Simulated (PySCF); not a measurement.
# Field gradients at the hydrogen positions

C5H8FNO.
SMILES with atom numbers: `[CH3:1][C@@H:2]1[C:3](=[O:4])[NH:5][CH2:6][C@H:7]1[F:8]` (hydrogens: H9, H10, H11 on C1; H12 on C2; H13 on N5; H14, H15 on C6; H16 on C7)

Structure used (GFN2-xTB), in Å, numbered top down from 1:
```xyz
16
C5H8FNO angstrom
C      1.8800   -0.0816    0.0980
C      0.5677    0.3108   -0.5766
C     -0.1672    1.3424    0.2819
O      0.1808    2.4746    0.5056
N     -1.2707    0.7440    0.7778
C     -1.4789   -0.6232    0.3783
C     -0.4150   -0.8551   -0.7056
F     -1.0174   -0.8381   -1.9473
H      2.4368   -0.7790   -0.5236
H      2.4831    0.8086    0.2561
H      1.6888   -0.5455    1.0638
H      0.7738    0.7390   -1.5603
H     -1.9144    1.2274    1.3822
H     -2.4791   -0.7718   -0.0389
H     -1.3411   -1.3085    1.2227
H      0.0652   -1.8352   -0.6257
```

Level: PBE0/pcSseg-1 (PySCF, non-relativistic); Q(2H) = 0.00286 b; rigid geometry, the same for H and D, with no vibrational averaging.

Question: Rank these positions by the coupling χzz of a deuteron there, largest first.
A. H16 (methine hydrogen)
B. H10 (methyl hydrogen)
C. H13 (amide N–H hydrogen)
D. H12 (methine hydrogen)

Answer: C (278 kHz), B (209 kHz), D (200 kHz), A (193 kHz).

What are Vzz, η and χzz (234.96 MHz × Q × Vzz) at all hydrogens?

```
atom  bonded to  bond length (Å)  Vzz (au)     η  χzz (kHz)
  H9         C1            1.088    0.3141  0.02        211
 H10         C1            1.087    0.3114  0.02        209
 H11         C1            1.088    0.3121  0.04        210
 H12         C2            1.092    0.2983  0.01        200
 H13         N5            1.007    0.4132  0.16        278
 H14         C6            1.094    0.2924  0.05        197
 H15         C6            1.096    0.2899  0.04        195
 H16         C7            1.094    0.2867  0.06        193
```

Average by the element that carries the hydrogen.

on C: 202 kHz over 7 positions, mean bond length 1.091 Å; on N: 278 kHz over 1 position, mean bond length 1.007 Å.

How does χzz go with the bond length over the 7 C–H bonds?

A straight-line fit has a slope of -20.1 kHz for each 0.01 Å, with a correlation coefficient of -0.96, over lengths from 1.087 to 1.096 Å. The longer bonds have the smaller couplings here.

Give the 2H NMR doublet splittings at H13 for a magnetic field along the z, y and x axes of the gradient: 3χ/2, 3χ(1 + η)/4, 3χ(1 − η)/4.

With |χ| = 277.7 kHz and η = 0.165: 417, 243 and 174 kHz, to first order and without motion.

Geometry: GFN2-xTB, one conformer, isolated molecule. GFN2-xTB bond lengths can be off by several hundredths of an ångström, more for odd bonds, and the gradients follow them. The small basis limits the accuracy of the gradients.
